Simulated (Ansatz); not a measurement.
Basis sets compared for the cluster Pb4S3 (the lowest singlet isomer of a short search). The state is a singlet with charge 0. Geometry r2SCAN-D4/def2-SVP. Ansatz on 4 threads of Arm Neoverse V1 on a shared host; times are rough, and most runs start from earlier orbitals.

```xyz
7

Pb    1.2385   -0.6821    1.5307
Pb   -1.8897    1.2071    0.4472
Pb   -1.0107   -1.4512   -1.4492
Pb    0.7782    1.4130   -1.6204
S     1.6421   -1.0939   -1.1415
S    -1.3988   -1.3287    1.2142
S     0.6404    1.9358    1.0191
```

In the def2 sets Pb takes a core potential; there is no spin–orbit coupling. B3LYP takes the VWN-RPA correlation. The structure comes from a short search, and lower isomers may exist.

Binding counts from free atoms (Pb triplet, S triplet) in the same basis, without a counterpoise term.

```tsv
level	functions	energy (Eh)	HOMO (eV)	LUMO (eV)	binding per atom (eV)	wall time
PBE-D4/def2-SVP	158	-1965.6828	-4.69	-2.48	3.28	2.7 s
PBE-D4/def2-TZVP	311	-1966.1212	-4.71	-2.54	3.29	6.5 s
B3LYP-D4/def2-TZVP (with forces)	311	-1966.8104	-5.22	-2.10	3.07	25 s
PBE0-D4/def2-SVP	158	-1965.6409	-5.39	-1.88	3.09	5 s
PBE0-D4/def2-TZVP	311	-1966.0699	-5.37	-1.92	3.11	19 s
```

Task: Estimate the rows for PBE-D4/def2-TZVPD, B3LYP-D4/def2-TZVPD, PBE0-D4/def2-TZVPD.

Result: 
```json
{"level": "PBE-D4/def2-TZVPD", "functions": "362", "energy (Eh)": "-1966.1230", "HOMO (eV)": "-4.72", "LUMO (eV)": "-2.56", "binding per atom (eV)": "3.29", "wall time": "10 s"}
{"level": "B3LYP-D4/def2-TZVPD", "functions": "362", "energy (Eh)": "-1966.8121", "HOMO (eV)": "-5.23", "LUMO (eV)": "-2.13", "binding per atom (eV)": "3.07", "wall time": "26 s"}
{"level": "PBE0-D4/def2-TZVPD", "functions": "362", "energy (Eh)": "-1966.0715", "HOMO (eV)": "-5.38", "LUMO (eV)": "-1.94", "binding per atom (eV)": "3.11", "wall time": "24 s"}
```
